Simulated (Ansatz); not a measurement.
System: BF₂, net charge 1, singlet state. 
Structure (B3LYP-D3(BJ)/def2-TZVP (Ansatz, a first-principles code) minimum search):
```
B
F 1 1.2292
F 1 1.2292 2 180.00
```
Charge +1, spin multiplicity 1.

Basis-set convergence of Hartree-Fock and MP2 correlation energies (hartree) with Ansatz. Valence correlation only, unless marked. No spin-orbit coupling. No relativistic terms.

```json
[
 {"basis": "cc-pVDZ", "functions": "42", "E(HF)": "-223.30546", "E(corr, MP2)": "-0.44133"},
 {"basis": "cc-pVTZ", "functions": "90", "E(HF)": "-223.40011", "E(corr, MP2)": "-0.56892"},
 {"basis": "cc-pVQZ", "functions": "165", "E(HF)": "-223.41937", "E(corr, MP2)": "-0.61862"}
]
```

Extrapolating the two largest sets (X = 3 and 4) as X^-3: E(corr) = (64·(-0.61862) - 27·(-0.56892))/37 = -0.6549 Eh, an estimate of the basis-set limit. The largest set recovers 94.5 % of it, the smallest 67.4 %.
